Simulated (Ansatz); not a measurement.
Ansatz (a first-principles code) input (RI-MP2/cc-pVQZ):
A basis named .json is the Basis Set Exchange file of that set.

Ansatz 0.2 input:
```yaml
crystal:
  periodic: [false, false, false]
  atoms:
    - {symbol: B, position_ang: [-0.79352937, 0.07341225, -0.00687668]}
    - {symbol: N, position_ang: [0.75829670, -0.18305443, 0.03438040]}
    - {symbol: H, position_ang: [-1.31063212, -0.66990919, -0.85355781]}
    - {symbol: H, position_ang: [-1.11257612, 1.25287133, -0.29288637]}
    - {symbol: H, position_ang: [-1.28302308, -0.18833522, 1.10157951]}
    - {symbol: H, position_ang: [1.19392406, 0.45212424, 0.69991940]}
    - {symbol: H, position_ang: [1.17187716, 0.06756860, -0.86133418]}
basis:
  gaussian:
    orbitals: cc-pVQZ
    fitting: {mean_field: def2-universal-jkfit, correlation: cc-pVQZ-RIFIT.json}
total_charge: -1
magnetization: {spin_polarized: false}
correlation: {method: mp2, electrons: outside_noble_gas}
```

Output:

```
Functional definition: HF
integrals: 0.19 GiB planned
242 factors; integrals over basis functions are off by at most 5.2e0 eV
mean field: 0.48 GiB planned
mean field evaluation 1: about -2231.9710 eV, gradient 1.8e1 eV
mean field evaluation 2: about -2233.0229 eV, gradient 4.4e0 eV
mean field evaluation 4: about -2233.1088 eV, gradient 4.4e-1 eV
mean field evaluation 8: about -2233.1097 eV, gradient 2.7e-6 eV
mean field -2233.10967290 eV, -82.0652668230 hartree, gradient 2.7e-6 eV, S^2 0.000000; 0 other end points of the search recorded, 0 dependent functions left out
2 core orbitals not correlated
539 factors; their error is unknown
reference -2233.10967290 eV, -82.0652668230 hartree; 7, 7 occupied and 251, 251 virtual orbitals, 539 factors
second order -10.90447963 eV of doubles, -0.00000000 eV of singles
Total energy: -2244.01415253 eV, -82.4659990581 hartree
```

It need not be the lowest isomer of its formula. Whether it binds its extra electron was not tested at this geometry.
